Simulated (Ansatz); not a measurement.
Cs₂Br₃⁻, relaxed as a singlet with RKS PBE-D4/def2-SVPD in Ansatz, starting from the GFN1-xTB geometry. Force threshold 0.02 eV/Å.

In the def2 sets Cs takes a core potential; there is no spin–orbit coupling. The structure comes from a short search, and lower isomers may exist.

Start:

Cartesian coordinates in Å:
```
Cs -1.249 -1.382 -0.724
Cs 1.250 1.378 0.724
Br 1.341 -0.065 -2.198
Br -1.966 1.635 0.255
Br 0.623 -1.567 1.943
```

(1) Estimate the energy that the relaxation releases and the steps that it takes.

(2) Does the start keep its bonding and symmetry?

(3) Predict the relaxed structure.

Answers

(1) 7.2 kcal/mol, in 4 steps; 27 s on 4 threads of Intel Xeon on a shared host. No frequencies were taken in this run, so the end may be a saddle point.

(2) By distances, no bond broke or formed. The bond that changes most is Cs2–Br5, from 3.25 to 3.49 Å (atoms count from 1). Point group C2v at the start, D3h at the end, both within 0.05 Å.

(3) 
```xyz
5

Cs   -1.2500   -1.3864   -0.7229
Cs    1.2500    1.3865    0.7228
Br    1.4949   -0.0747   -2.4422
Br   -2.1892    1.8252    0.2840
Br    0.6943   -1.7505    2.1583
```
Bond lengths (bridged metal pairs left out): 6 × Br–Cs 3.49 Å.
